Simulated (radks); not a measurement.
Values are calculated unless marked as measured or tabulated.
Species: the krypton ion Kr0.5+. Configuration: [Ar] 3d(up 5, down 4.5) 4s2 4p6 (fractional occupations, a model configuration). Level of theory: scalar-relativistic Kohn-Sham, PBE, spin-polarised, spherical densities, finite nucleus; Fermi nuclear charge, rms radius 4.1884 fm (a radial shooting solver on a logarithmic mesh with Libxc functionals).

Normalised radial functions P(r) = r R(r), r in bohr:

r	3d up	4p down
0.001595	0.0000	0.0005
0.00238	0.0000	0.0011
0.00355	0.0000	0.0023
0.005296	0.0001	0.0047
0.007901	0.0004	0.0097
0.01179	0.0012	0.0195
0.01758	0.0038	0.0383
0.02623	0.0112	0.0716
0.03913	0.0319	0.1239
0.05838	0.0851	0.1899
0.08709	0.2079	0.2371
0.1299	0.4488	0.1953
0.1938	0.8198	-0.0008
0.2892	1.2048	-0.2817
0.4314	1.3480	-0.3714
0.6435	1.0819	-0.0433
0.96	0.5839	0.5074
1.432	0.1922	0.8101
2.137	0.0323	0.6505
3.187	0.0021	0.2994
4.755	0.0000	0.0745

3d up: eigenvalue -94.184 eV, 0 radial nodes, <r> = 0.547 bohr, 90 % of the charge inside 0.892 bohr. 4p down: eigenvalue -15.005 eV, 2 radial nodes at r = 0.194, 0.665 bohr, <r> = 1.84 bohr, 90 % of the charge inside 2.80 bohr.
